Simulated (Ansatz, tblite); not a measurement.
Isomers of Na4O2 (singlet), found by a short tight-binding search and relaxed with r2SCAN-D4/def2-SVP in Ansatz.

The xTB rows come from tblite. Correlated methods freeze 6 core orbitals; core or outer-core shells of Na are correlated, in sets that lack core-valence functions.

Run but left out: HF/def2-SVP (B: restricted singlet, unstable towards broken spin symmetry); PBE-QIDH/def2-TZVP (B: restricted singlet, unstable in another Hartree–Fock run and untested here).

A: At CCSD(T)/def2-SVP T1 of the charge 0 singlet is large (up to 0.031), so the single-reference result is doubtful. B: The restricted singlet is unstable towards broken spin symmetry in Hartree–Fock (as tested in another run); at PBE-D4/def2-TZVP, r2SCAN-D4/def2-TZVP, PBE0-D4/def2-TZVP, ωB97X-V/def2-TZVP this wasn't settled. At CCSD(T)/def2-SVP the restricted singlet (for correlated methods, its reference) is unstable: a solution with broken spin symmetry lies lower. It holds 1 O–O bond.

Other spin states weren't relaxed.

A:

```xyz
6

Na    2.8939    0.4108    2.2578
Na   -2.9002   -0.4161   -2.2488
Na    0.4584   -1.1700   -0.3747
Na   -0.4548    1.1731    0.3695
O     1.3284    0.1920    1.0256
O    -1.3257   -0.1898   -1.0294
```

B:

Cartesian coordinates in Å:
```
Na -1.623 -0.909 -2.236
Na -0.834 -0.148 1.295
Na 2.146 1.184 2.955
Na 1.372 0.460 -0.552
O -0.811 0.434 -0.825
O -0.251 -1.021 -0.637
```

**Question.** Estimate which lies lowest at each level, and how far above it the others are (kJ/mol).

**Answer.** 
| level | A | B |
| --- | --- | --- |
| GFN1-xTB | 0.0 | 36.7 |
| GFN2-xTB | 94.9 | 0.0 |
| PBE-D4/def2-TZVP | 0.0 | 131.3 |
| r2SCAN-D4/def2-TZVP | 0.0 | 134.8 |
| PBE0-D4/def2-TZVP | 0.0 | 103.2 |
| ωB97X-V/def2-TZVP | 0.0 | 120.7 |
| MP2/def2-SVP | 0.0 | 174.4 |
| CCSD/def2-SVP | 0.0 | 83.9 |
| CCSD(T)/def2-SVP | 0.0 | 106.8 |
Point groups (tolerance 0.1 Å): A D2h, B C2v. Lower isomers may exist.
